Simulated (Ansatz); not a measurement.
Cl$_{3}$Ge (SMILES [Cl][Ge]([Cl])[Cl]), doublet, geometry from GFN2-xTB, atoms displaced at random by about 0.03 Å a coordinate; HF/6-31G, gradient (Ansatz, an electronic-structure program).

Here is a job for Ansatz.
Ansatz 0.2 input:
```yaml
crystal:
  periodic: [false, false, false]
  atoms:
    - {symbol: Cl, position_ang: [-1.45365078, -1.33049281, -0.30377432]}
    - {symbol: Ge, position_ang: [-0.02886361, 0.01209783, 0.51455954]}
    - {symbol: Cl, position_ang: [-0.40178556, 1.99021372, -0.39882142]}
    - {symbol: Cl, position_ang: [1.89885626, -0.62776808, -0.29707021]}
basis:
  gaussian:
    orbitals: 6-31G
hamiltonian:
  xc: hf
magnetization: {spin_polarized: true, initial_magnetization: 1}
output: {forces: true}
```

What the program printed (banner, timings and long lists left out):

```
Functional definition: HF
675 factors; integrals over basis functions are off by at most 2.6e-4 eV
mean field evaluation 1: about -93972.5839 eV, gradient 1.4e1 eV
mean field evaluation 2: about -93972.6640 eV, gradient 1.4e1 eV
mean field evaluation 4: about -93974.5178 eV, gradient 1.7e0 eV
mean field evaluation 8: about -93974.5792 eV, gradient 5.0e-3 eV
mean field -93974.57917016 eV, -3453.5020862459 hartree, gradient 1.1e-5 eV, S^2 0.759052; 0 other end points of the search recorded, 0 dependent functions left out
the calculation of the forces begins
reference -93974.57917016 eV, -3453.5020862459 hartree; 42, 41 occupied and 26, 27 virtual orbitals, 675 factors
Total energy: -93974.57917016 eV, -3453.5020862459 hartree
Atom 0 at    -1.453651    -1.330493    -0.303774 Å, force    -1.487589    -1.308645    -0.564974 eV/Å
Atom 1 at    -0.028864     0.012098     0.514560 Å, force     0.773351     1.060740     0.638799 eV/Å
Atom 2 at    -0.401786     1.990214    -0.398821 Å, force    -0.144770     0.513435     0.004466 eV/Å
Atom 3 at     1.898856    -0.627768    -0.297070 Å, force     0.859008    -0.265530    -0.078292 eV/Å
Dipole moment:    -0.073634    -0.048440     0.636452 e Å
```
